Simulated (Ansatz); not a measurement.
Molecule: SrF₂, net charge 1, doublet state. SMILES of the parent species: [F][Sr][F]

Atoms: Sr1, F2, F3. Bonds: Sr1-F2, Sr1-F3.

Bond lengths (Å) and angles (degrees) optimised at HF/3-21G with Ansatz (a quantum-chemistry and plane-wave program); HF/6-31G* with LANL2DZ past Ar with Ansatz; B3LYP/6-31G* with LANL2DZ past Ar with Ansatz; MP2/6-31G* with LANL2DZ past Ar with Ansatz, each started from the B3LYP-D3(BJ)/def2-TZVP structure (Ansatz) of the last column. A row stands for all coordinates that are equal there. 6-31G* holds six Cartesian d functions. No wavenumbers were computed at MP2/6-31G* with LANL2DZ past Ar, so these may be saddle points.

```csv
coordinate,HF/3-21G,HF/6-31G* with LANL2DZ past Ar,B3LYP/6-31G* with LANL2DZ past Ar,MP2/6-31G* with LANL2DZ past Ar,B3LYP-D3(BJ)/def2-TZVP
Sr1-F2,2.147 to 2.650,2.107 to 2.726,2.260,2.283,2.216
F2-Sr1-F3,49.6,56.7,52.1,48.9,53.8
```

A range marks coordinates that this level makes unequal.

Mean signed difference of all 2 bond lengths from B3LYP-D3(BJ)/def2-TZVP: HF/3-21G 0.182 Å, HF/6-31G* with LANL2DZ past Ar 0.200 Å, B3LYP/6-31G* with LANL2DZ past Ar 0.043 Å, MP2/6-31G* with LANL2DZ past Ar 0.067 Å.
